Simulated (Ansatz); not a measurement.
Consider the ligand exchange at the Si–S bond: `CO[SiH2]S[SiH](F)F` + `[OH][GeH3]` → `CO[SiH2][O][GeH3]` + `F[SiH](F)S`.

Program: Ansatz. Geometries: PBE0-D4/def2-TZVP. ΔE: electronic, gas phase. CBS: MP2 limit from def2 TZ/QZ plus the TZ coupled-cluster correction, frozen cores. DFT in def2-TZVPP. For Ge outer-core shells are correlated without core-valence functions, which leaves a few kJ/mol of doubt a bond. Scalar relativity is left out up to krypton. One conformer a species, not always the lowest.

**Question.** Is it downhill or uphill in electronic energy at CCSD(T)/CBS, and by how much? (Estimate.)

**Answer.** Ansatz gave: Downhill: ΔE = -0.54 eV.

**Question.** What do these levels give: r2SCAN-D4, ωB97X-V, ωB97M-V, CCSD(T)/def2-TZVPP, MP2/def2-QZVPP, CCSD/CBS(def2)? (Estimate.)

**Answer.** Ansatz gave: r2SCAN-D4 -0.49, ωB97X-V -0.52, ωB97M-V -0.52, CCSD(T)/def2-TZVPP -0.58, MP2/def2-QZVPP -0.52, CCSD/CBS(def2) -0.58 eV.

Largest T1 diagnostic among the species: 0.012.

The D4 term adds +0.08 eV with B3LYP and +0.05 eV with PBE0; it sums over pairs of atoms, weighted by their polarisabilities, and B3LYP, whose exchange is more repulsive, gets the larger term. From PBE to PBE0 (25 % exact exchange), in def2-TZVPP and without D4, ΔE moves by −0.05 eV. In def2-TZVPP, CCSD(T) changes the Hartree–Fock value by +0.22 eV (the triples alone add +0.04 eV) and MP2 by +0.26 eV.

B3LYP here is the variant with VWN-RPA as its local correlation; programs differ in this.
